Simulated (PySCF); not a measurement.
Relaxation of singlet YBr₃

All numbers come from B3LYP/[Y def2-SVP with ECP28, Br def2-SVP], scalar-relativistic core potentials, density fitting, no spin–orbit coupling, PySCF. A (50,194) grid was used.

A hand-made trigonal planar start, of D3h symmetry, held to at least that symmetry:

```xyz
4
charge 0 multiplicity 1, angstrom
Y     0.0000    0.0000    0.0000
Br    2.7700    0.0000    0.0000
Br   -1.3850    2.3989    0.0000
Br   -1.3850   -2.3989    0.0000
```

Optimiser trace:
```
step  E − E(last) (kJ/mol)  largest gradient (Eh/bohr)
   0                 39.08                     0.02885
   1                 11.80                     0.01719
   2                  0.43                     0.00371
   3                  0.01                     0.00061
   4                  0.00                     0.00002
```

It ends at D3h with Y–Br 2.604 Å (×3); Br–Y–Br 120.0° (×3) (after a last refinement on a finer grid). A frequency run shows a minimum. Other isomers or separated fragments may lie lower.

Final geometry:
```xyz
4
charge 0 multiplicity 1, angstrom
Y     0.0000    0.0000    0.0000
Br    2.6043    0.0000    0.0000
Br   -1.3021    2.2554    0.0000
Br   -1.3021   -2.2554    0.0000
```
